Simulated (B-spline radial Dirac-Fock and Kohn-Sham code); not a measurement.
These are calculated numbers from a radial B-spline solver; the model is Dirac-Fock energy differences between relaxed states, corrected for Breit and QED terms. No correlation.

Question: Identify the element and charge state from the binding energies below (tabulated ground configuration; the least bound level is included).

```
level  binding energy (eV)
   2s               9379.5
2p1/2               8906.9
   3s               2379.6
3p3/2               2007.5
3d3/2               1660.3
3d5/2               1624.8
   5s                294.1
```

Answer: Dy¹⁴⁺: Z = 66 with 52 electrons, [Kr] 4d10 4f4 5s2.

Question: An atom or ion in its tabulated ground configuration has these computed binding energies (the last is its least bound level). Which is it?

| level | binding energy (eV) |
| --- | --- |
| 1s | 59810.6 |
| 2s | 13351.3 |
| 2p1/2 | 12916.2 |
| 2p3/2 | 12041.4 |
| 3s | 5387.8 |
| 3p | 5105.8 |

Answer: Ho⁵⁴⁺: Z = 67 with 13 electrons, [Ne] 3s2 3p1. The hydrogen-like estimate √(E/Ry) = 66.3 for the K level lies 0.7 below Z (screening lowers it, relativity raises it); the outermost level, at 5105.8 eV, fixes the charge.
